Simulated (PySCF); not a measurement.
Gas-phase reaction: 2 GaH3 + GaI3 ⇌ 3 GaI + 6 H

Energies from PySCF (xtb for GFN2), thermal terms from the rigid-rotor harmonic-oscillator model, ideal gas at 1 bar. † marks an energy on the PBE0/def2-TZVP geometry and frequencies; other levels use their own. Open shells (unrestricted): H (multiplicity 2); the rest are closed-shell singlets. GFN2 has no spin-polarisation term. I: scalar-relativistic def2 core potential, no spin-orbit coupling. Ga: all electrons, no relativistic terms. GaH3: computed as isolated molecules; such fragments, hydroxides, amides, oligomers or adducts are transient or little studied in the gas. The harmonic model lacks anharmonicity and excited electronic states, which grow with temperature; levels with a mode under 35 cm⁻¹ are left out. Soft modes under 120 cm⁻¹ make the harmonic entropy rough for GaI3.

```csv
level,"ΔE electronic, kJ","ΔH°(298 K), kJ","ΔS°(298 K), J/K","ΔG°(600 K), kJ"
GFN2-xTB,1449,1391,639,1001
M06-2X/def2-TZVP†,1326,1253,645,858
PBE/def2-SVP,1262,1191,642,799
PBE/def2-TZVP†,1267,1194,645,800
PBE0/def2-QZVP†,1315,1241,645,847
PBE0/def2-SVP†,1306,1232,645,838
r2SCAN/def2-TZVP†,1367,1294,645,900
ωB97X-V/def2-TZVP†,1393,1320,645,925
```
ΔH° is lowest at PBE/def2-SVP and highest at GFN2-xTB. No reference value is set beside these.
